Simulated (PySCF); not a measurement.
# Excitation energy of Cl by level of theory

Cl [Ne] 3s2 3p5 (2P) → Cl [Ne] 3s1 3p6 (2S), as a difference of total energies. All numbers are calculated (PySCF 2.14, scalar relativity by spin-free X2C-1e, in aug-cc-pCVTZ-DK). Correlated levels: valence: [Ne] frozen. The calculations carry no spin-orbit coupling.

```tsv
method	excitation energy (eV)	error (eV)
UHF	15.582	+4.996
MP2 (valence)	13.140	+2.554
SCS-MP2 (valence)	12.896	+2.310
CCSD (valence)	11.695	+1.109
CCSD(T) (valence)	10.712	+0.126
```

Reference: 10.586 eV (measured; NIST levels, between the centres of gravity of the two terms).

Errors of the correlated levels include the incompleteness of this basis and the frozen core.

The coupled-cluster amplitudes are large for the upper state (T1 above 0.03 or a double amplitude above 0.15), so a single reference is strained.
